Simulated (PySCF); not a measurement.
A structure optimised at PBE-D3(BJ)/def2-SVP, used in a PySCF frequency run:

```
W
O 1 1.6937
O 1 1.6937 2 102.99
Cl 1 2.2201 2 103.81 3 107.99
```
Charge +1, spin multiplicity 1.

Write its SMILES, formula and point group.

[O]=[W+](=[O])[Cl], ClO₂W, Cs

What are its rotational constants (standard atomic weights)?

6.3487, 2.6708, 2.2761 GHz
